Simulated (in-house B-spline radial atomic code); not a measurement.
Nb⁸⁺. Computed with a B-spline radial atomic code. Model: all-electron spherical atom, spin shells full or empty, radial basis limit, no spin-orbit coupling: exact exchange with a local potential (Slater, KLI or optimised effective potential, whose far tail is KLI's), no correlation.

Exchange potential has not reached -1/r at the last radius.

The run also made RPA and GW results, which its time includes.

The Slater potential averages the orbital exchange potentials with the orbital densities as weights, KLI adds orbital constants, and the optimised effective potential minimises the exact-exchange energy among local potentials. So their energies lie above Hartree-Fock in the order OEP, KLI, Slater. All fall off as −1/r, unlike LDA and GGA exchange.

Command:
```bash
python run_gw.py task.json out
```
Settings (nuclear radius in fm, other lengths in bohr, energies in hartree):
```
Z                      41
electrons              33
configuration          [Ar] 3d10 4s2 4p3
hamiltonian            x2c
method                 oep
lmax                   9
rms_radius             4.324
spin_polarised         True
box_radius             7.7
intervals              97
```

Cost of the run: 12 s on 1 thread of Arm Neoverse N1 (shared host).

Given: hamiltonian one-electron scalar X2C; mean-field start exchange-only OEP.

Computed: energy above Hartree-Fock 10.833 millihartree.

| radius (bohr) | r times exchange potential up (hartree bohr) | r times exchange potential down (hartree bohr) |
| --- | --- | --- |
| 0.00122 | -0.044449 | -0.044279 |
| 0.0015 | -0.054572 | -0.054364 |
| 0.00185 | -0.06716 | -0.066902 |
| 0.00228 | -0.082497 | -0.082179 |
| 0.0028 | -0.10084 | -0.10045 |
| 0.00345 | -0.12342 | -0.12293 |
| 0.00425 | -0.15057 | -0.14998 |
| 0.00523 | -0.18282 | -0.18209 |
| 0.00644 | -0.22093 | -0.22002 |
| 0.00793 | -0.26508 | -0.26396 |
| 0.00977 | -0.31515 | -0.31376 |
| 0.012 | -0.36908 | -0.36737 |
| 0.0148 | -0.42639 | -0.42428 |
| 0.0182 | -0.48091 | -0.47834 |
| 0.0225 | -0.52773 | -0.52461 |
| 0.0276 | -0.55423 | -0.55048 |
| 0.034 | -0.55088 | -0.5462 |
| 0.0419 | -0.51701 | -0.51034 |
| 0.0516 | ? | ? |
| 0.0636 | -0.58527 | -0.57156 |
| 0.0783 | -0.73862 | -0.72368 |
| 0.0964 | -0.8775 | -0.86177 |
| 0.119 | ? | ? |
| 0.146 | -0.96611 | -0.95385 |
| 0.18 | -0.8644 | -0.85962 |
| 0.221 | -0.83774 | -0.82033 |
| 0.273 | -1.0916 | -1.0463 |
| 0.336 | -1.329 | -1.2748 |
| 0.413 | -1.438 | -1.3852 |
| 0.509 | -1.3918 | -1.3548 |
| 0.627 | -1.1563 | -1.1641 |
| 0.772 | -1.0426 | -0.88021 |
| 0.95 | -1.3 | -0.84005 |
| 1.17 | -1.4278 | -0.97295 |
| 1.44 | -1.4188 | -1.0121 |
| 1.77 | -1.3366 | -1.0102 |
| 2.18 | -1.2368 | -1.0043 |

(1) What belongs in the row 0.0516?

(2) What belongs in the row 0.119?

| occupied | level (hartree) | Hartree-Fock level (hartree) |
| --- | --- | --- |
| 1s up | -695.66 | -706.48 |
| 1s down | ? | ? |
| 2s up | -101.91 | -105.8 |
| 2s down | -101.81 | -105.77 |
| 2p up | -91.566 | -94.805 |
| 2p down | -91.442 | -94.752 |
| 3s up | -21.428 | -22.861 |
| 3s down | -21.313 | -22.79 |
| 3p up | -18.023 | -19.156 |
| 3p down | -17.904 | -19.06 |
| 3d up | -12.46 | -13.077 |
| 3d down | ? | ? |
| 4s up | -6.8913 | -7.1235 |
| 4s down | -6.5657 | -6.5651 |
| 4p up | -5.9026 | -5.9027 |

(3) What belongs in the row 1s down?

(4) What belongs in the row 3d down?

| empty | level (hartree) |
| --- | --- |
| 4p down | -5.5841 |
| 4d up | -4.3899 |
| 4d down | -4.1045 |
| 5s up | -3.3804 |
| 5s down | ? |
| 5p up | -3.0023 |
| 4f up | ? |
| 5p down | -2.8814 |
| 4f down | -2.7395 |

(5) What belongs in the row 5s down?

(6) What belongs in the row 4f up?

Answers

(1) r times exchange potential up (hartree bohr): -0.5022; r times exchange potential down (hartree bohr): -0.49179.

(2) r times exchange potential up (hartree bohr): -0.96385; r times exchange potential down (hartree bohr): -0.94815.

(3) level (hartree): -695.51; Hartree-Fock level (hartree): -706.43.

(4) level (hartree): -12.341; Hartree-Fock level (hartree): -13.028.

(5) level (hartree): -3.2461.

(6) level (hartree): -2.9674.

The highest level, 4p up, differs from Hartree-Fock by +0.0036 eV and the deepest, 1s up, by +294 eV: a local potential can match the highest level but can't give each shell its own exchange.
